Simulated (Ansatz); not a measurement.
Calculated with Ansatz (gas phase, PBE0-D4/def2-TZVP geometries, no zero-point term in ΔE). CCSD(T)/CBS is the MP2 limit (def2-TZVPP, def2-QZVPP) plus CCSD(T) − MP2 in def2-TZVPP, frozen cores. This one scheme is used for every species. Functionals use def2-TZVPP. HSE06 is defined as in plane-wave codes. def2 core potentials past Kr. For In outer-core shells are correlated without core-valence functions, which leaves a few kJ/mol of doubt a bond. Each species was taken in one conformer, which may not be the lowest.

`O[CH2][In]([OH])[Cl]` + HCl → `[OH][In]([Cl])[Cl]` + CH₃OH  (ligand exchange at the In–C bond)

```
             level  ΔE (kJ/mol)  difference from CCSD(T)/CBS
       LDA (SPW92)        -95.1                         28.9
            PBE-D4       -107.3                         16.7
         revPBE-D4       -108.1                         15.9
           BLYP-D4       -109.1                         14.9
         r2SCAN-D4       -119.2                          4.8
           PBE0-D4       -121.0                          3.0
        r2SCANh-D4       -122.8                          1.2
        r2SCAN0-D4       -127.7                         -3.7
          HSE06-D4       -121.0                          3.0
          BHLYP-D4       -136.6                        -12.6
      CAM-B3LYP-D4       -125.0                         -1.0
           ωB97X-V       -128.2                         -4.2
           ωB97M-V       -124.8                         -0.8
            B2PLYP       -125.9                         -1.9
          PBE-QIDH       -129.7                         -5.7
               PBE       -109.9                         14.1
            revPBE       -114.7                          9.3
              BLYP       -114.7                          9.3
            r2SCAN       -120.0                          4.0
              PBE0       -123.2                          0.8
           r2SCANh       -123.6                          0.4
           r2SCAN0       -128.6                         -4.6
             HSE06       -123.1                          0.9
             BHLYP       -139.4                        -15.4
         CAM-B3LYP       -127.3                         -3.3
           LC-ωPBE       -130.0                         -6.0
RPA@PBE/def2-TZVPP       -119.3                          4.7
       HF/def2-SVP       -165.4                        -41.4
      MP2/def2-SVP       -139.5                        -15.5
     CCSD/def2-SVP       -140.2                        -16.2
  CCSD(T)/def2-SVP       -136.5                        -12.5
    MP2/def2-TZVPP       -122.0                          2.0
SCS-MP2/def2-TZVPP       -127.3                         -3.3
   CCSD/def2-TZVPP       -127.3                         -3.3
CCSD(T)/def2-TZVPP       -122.5                          1.5
     HF/def2-QZVPP       -166.5                        -42.5
    MP2/def2-QZVPP       -123.2                          0.8
SCS-MP2/def2-QZVPP       -128.8                         -4.8
      HF/CBS(def2)       -166.6                        -42.6
    CCSD/CBS(def2)       -128.8                         -4.8
       CCSD(T)/CBS       -124.0                            0
```

Largest T1 diagnostic among the species: 0.015.

From BLYP to BHLYP (50 % exact exchange), in def2-TZVPP and without D4, ΔE moves by −24.8 kJ/mol. Leaving LDA and LC-ωPBE aside and taking each functional with its dispersion term where it has one, the values spread over 29.3 kJ/mol, from BHLYP-D4 to PBE-D4. LDA lies +14.8 kJ/mol from PBE without D4. At CCSD(T), def2-SVP lies −12.5 kJ/mol from the extrapolated value and def2-TZVPP +1.5 kJ/mol.

CCSD(T)/CBS has its own doubt, a few kJ/mol and more with outer-core shells, so smaller differences from it don't rank the levels.
